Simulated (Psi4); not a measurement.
thiooxirane (C2H4S), singlet, at a GFN2-xTB geometry; PBE0/aug-cc-pVDZ run with Psi4 1.11.

Input for Psi4:
```
memory 2 GB

molecule mol {
0 1
C     0.011731   -0.727088   -0.798507
S     0.002623   -0.013849    0.853379
C    -0.016566    0.752614   -0.774407
H    -0.888815   -1.259810   -1.072144
H     0.930506   -1.224936   -1.077171
H     0.882335    1.294024   -1.036144
H    -0.936987    1.259150   -1.031117
}

set {
  basis aug-cc-pvdz
  reference rks
}

energy('pbe0')
print_variables()
```

### Question
What does Psi4 print? Leave out banner, timings and long lists.

### Answer

```
   => Loading Basis Set <=

    Name: AUG-CC-PVDZ
    Role: ORBITAL
    Keyword: BASIS

         ---------------------------------------------------------
                                   SCF
               by Justin Turney, Rob Parrish, Andy Simmonett
                          and Daniel G. A. Smith
                              RKS Reference
         ---------------------------------------------------------

  ==> Geometry <==

    Molecular point group: c1
    Full point group: C1

    Geometry (in Angstrom), charge = 0, multiplicity = 1:

       Center              X                  Y                   Z               Mass
    ------------   -----------------  -----------------  -----------------  -----------------
         C            0.011518006594    -0.725962967174    -0.867832359447    12.000000000000
         S            0.002410006594    -0.012723967174     0.784053640553    31.972071174400
         C           -0.016778993406     0.753739032826    -0.843732359447    12.000000000000
         H           -0.889027993406    -1.258684967174    -1.141469359447     1.007825032230
         H            0.930293006594    -1.223810967174    -1.146496359447     1.007825032230
         H            0.882122006594     1.295149032826    -1.105469359447     1.007825032230
         H           -0.937199993406     1.260275032826    -1.100442359447     1.007825032230

  Running in c1 symmetry.

  Rotational constants: A =      0.73674  B =      0.36913  C =      0.27245 [cm^-1]
  Rotational constants: A =  22086.96427  B =  11066.34512  C =   8167.70652 [MHz]
  Nuclear repulsion =  101.924328302482792

  Charge       = 0
  Multiplicity = 1
  Electrons    = 32
  Nalpha       = 16
  Nbeta        = 16

  ==> Algorithm <==

  SCF Algorithm Type is DF.
  DIIS enabled.
  MOM disabled.
  Fractional occupation disabled.
  Guess Type is SAD.
  Energy threshold   = 1.00e-06
  Density threshold  = 1.00e-06
  Integral threshold = 1.00e-12

  ==> Primary Basis <==

  Basis Set: AUG-CC-PVDZ
    Blend: AUG-CC-PVDZ
    Number of shells: 49
    Number of basis functions: 109
    Number of Cartesian functions: 115
    Spherical Harmonics?: true
    Max angular momentum: 2

  ==> DFT Potential <==

   => LibXC <=

    Version 7.1.2
    S. Lehtola, C. Steigemann, M. J. T. Oliveira, and M. A. L. Marques,  SoftwareX 7, 1–5 (2018) (10.1016/j.softx.2017.11.002)

   => Composite Functional: PBE0 <=

    PBE0 Hyb-GGA Exchange-Correlation Functional

[...]
   @DF-RKS iter   3:  -476.55741881841521   -6.89564e-01   7.58188e-04 ADIIS/DIIS
   @DF-RKS iter   4:  -476.56080240879902   -3.38359e-03   4.20260e-04 ADIIS/DIIS
   @DF-RKS iter   5:  -476.56219054717167   -1.38814e-03   7.62355e-05 DIIS
   @DF-RKS iter   6:  -476.56222918915387   -3.86420e-05   6.62107e-06 DIIS
   @DF-RKS iter   7:  -476.56222949431418   -3.05160e-07   1.40118e-06 DIIS
   @DF-RKS iter   8:  -476.56222950884626   -1.45321e-08   1.81603e-07 DIIS
  Energy and wave function converged.

  ==> Post-Iterations <==

   Electrons on quadrature grid:
      Ntotal   =   32.0000056064 ; deviation = 5.606e-06

    Orbital Energies [Eh]
    ---------------------

    Doubly Occupied:

[...]
      16A     -0.240789

    Virtual:

[...]
    Final Occupation by Irrep:
              A
    DOCC [    16 ]
    NA   [    16 ]
    NB   [    16 ]

  @DF-RKS Final Energy:  -476.56222950884626

   => Energetics <=

    Nuclear Repulsion Energy =            101.9243283024827917
    One-Electron Energy =                -856.9230272438255724
    Two-Electron Energy =                 307.0415100232810914
    DFT Exchange-Correlation Energy =     -28.6050405907845402
    Empirical Dispersion Energy =           0.0000000000000000
    VV10 Nonlocal Energy =                  0.0000000000000000
    Total Energy =                       -476.5622295088462579

Computation Completed

Properties will be evaluated at   0.000000,   0.000000,   0.000000 [a0]

Properties computed using the SCF density matrix

 Multipole Moments:

 ------------------------------------------------------------------------------------
     Multipole            Electronic (a.u.)      Nuclear  (a.u.)        Total (a.u.)
 ------------------------------------------------------------------------------------

 L = 1.  Multiply by 2.5417464519 to convert [e a0] to [Debye]
 Dipole X            :          0.0105430           -0.0128856           -0.0023427
 Dipole Y            :         -0.0556643            0.0680321            0.0123679
 Dipole Z            :          3.4300661           -4.1921826           -0.7621165
 Magnitude           :                                                    0.7622205

 ------------------------------------------------------------------------------------

  Variable Map:
  ----------------------------------------------------------------------------
[...]
  Array Variable Map:
  ----------------------------------------------------------------------------
[...]
[...]
```
